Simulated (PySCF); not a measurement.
## `C=C[P@](C)(=S)CSC`, C5H11PS2

Cartesian coordinates in Å; atom numbers follow the order of the lines, from 1:
```xyz
19

C    -0.7489    2.4114    0.5231
C    -1.1631    1.2270    0.1091
P    -0.3303   -0.2837    0.6768
C    -1.6890   -1.3152    1.3673
S     1.1641   -0.0357    1.8859
C     0.0539   -1.1480   -0.9235
S     0.8135   -0.0187   -2.1324
C     2.5007    0.0590   -1.4773
H     0.0838    2.4860    1.2076
H    -1.2077    3.3329    0.2044
H    -1.9834    1.0963   -0.5839
H    -2.5300   -1.3802    0.6804
H    -2.0087   -0.8625    2.3055
H    -1.2947   -2.3098    1.5751
H    -0.8678   -1.5090   -1.3812
H     0.7283   -1.9871   -0.7408
H     2.9643   -0.9201   -1.5641
H     3.0345    0.7820   -2.0850
H     2.4705    0.3846   -0.4420
```

Level of theory: GIAO B3LYP/pcSseg-1 magnetisability, rotational g tensor and spin-rotation constants, non-relativistic, gas phase in PySCF. Geometry: GFN2-xTB.

Task: How diamagnetic is it, and how anisotropic?

Result: Isotropic -1820 × 10⁻³⁰ J/T², or -109.6 × 10⁻⁶ cm³/mol; principal values -2051, -1796, -1612 × 10⁻³⁰ J/T², anisotropy 382 × 10⁻³⁰ J/T² (root of half the summed squared differences of the principal values). The susceptibility is in cgs units.

Task: Split it along the inertial axes a, b, c into diamagnetic and paramagnetic parts about the centre of mass, with the quadrupole moment.

Result: 
| axis | χ (10⁻⁶ cm³/mol) | diamagnetic (10⁻⁶ cm³/mol) | paramagnetic (10⁻⁶ cm³/mol) | summed x² of all electrons (Å²) | quadrupole Θ (D Å) |
| --- | --- | --- | --- | --- | --- |
| a | -121.7 | -979.5 | 857.8 | 237.8 | -5.17 |
| b | -105.8 | -1479.6 | 1373.8 | 119.9 | -2.86 |
| c | -101.3 | -1517.8 | 1416.6 | 110.9 | +8.02 |

Anisotropies 2χaa − χbb − χcc = -36.4 and 2χbb − χaa − χcc = +11.4 × 10⁻⁶ cm³/mol. Θ is traceless in Buckingham's convention.

Task: And the rotational g tensor?

Result: 
| axis | rotational constant (GHz) | g | nuclear part | electronic part |
| --- | --- | --- | --- | --- |
| a | 1.4611 | -0.0023 | 0.5865 | -0.5888 |
| b | 0.8966 | -0.0087 | 0.5699 | -0.5787 |
| c | 0.8552 | -0.0127 | 0.5564 | -0.5691 |

Asymmetric top; isotopes 12C, 1H, 31P, 32S; no vibrational averaging.
